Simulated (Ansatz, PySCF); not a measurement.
Si(CCH)(Me)(OH)2 (C₃H₆O₂Si), SMILES C#C[Si](C)(O)O. Atoms are numbered in the order given.

```xyz
12

C      2.2956    -0.1933     1.4330
C      1.2729    -0.1458     0.7750
Si    -0.2783    -0.0050    -0.1980
C     -1.6740     0.6730     0.8255
O     -0.5624    -1.5527    -0.7471
O     -0.0637     1.0639    -1.4576
H      3.1987    -0.2424     2.0139
H     -2.5900     0.7838     0.2223
H     -1.8943     0.0072     1.6744
H     -1.4102     1.6657     1.2227
H     -1.3715    -1.6771    -1.2578
H      0.7239     0.9265    -1.9981
```

Coordinates come from a B3LYP-D3(BJ)/def2-SVP optimisation. This is a generated structure with no PubChem entry under its InChIKey; it may be hypothetical. Other conformers were not sampled.

Two levels are set side by side: PBE-D3(BJ)/def2-SVP (Ansatz, a first-principles code) and B3LYP-D3(BJ)/def2-SVP (Ansatz). Each level has its own optimised geometry; the coordinates shown are those of the second. Frequencies come from the Hessian of PySCF at each geometry. Differences are taken from unrounded values.

| quantity | B3LYP-D3(BJ) | PBE-D3(BJ) | PBE-D3(BJ) minus B3LYP-D3(BJ) |
|---|---|---|---|
| mean bond length (Å) | 1.323 | 1.332 | 0.009 |
| bond C1–C2 (Å) | 1.217 | 1.229 | 0.012 |
| bond C2–Si3 (Å) | 1.836 | 1.841 | 0.004 |
| bond Si3–C4 (Å) | 1.859 | 1.865 | 0.007 |
| bond Si3–O5 (Å) | 1.667 | 1.680 | 0.014 |
| bond Si3–O6 (Å) | 1.666 | 1.680 | 0.014 |
| bond C1–H7 (Å) | 1.075 | 1.082 | 0.008 |
| bond C4–H8 (Å) | 1.102 | 1.109 | 0.007 |
| bond C4–H9 (Å) | 1.101 | 1.108 | 0.007 |
| bond C4–H10 (Å) | 1.101 | 1.108 | 0.007 |
| bond O5–H11 (Å) | 0.965 | 0.973 | 0.009 |
| bond O6–H12 (Å) | 0.965 | 0.974 | 0.009 |
| highest harmonic wavenumber (cm⁻¹) | 3869 | 3759 | -110 |
| mean harmonic wavenumber (cm⁻¹) | 1239 | 1206 | -33 |
| zero-point energy (kcal/mol) | 53.12 | 51.71 | -1.41 |

Exact exchange shortens and stiffens bonds; PBE has none. Differences between two approximate levels are no errors against the true value.
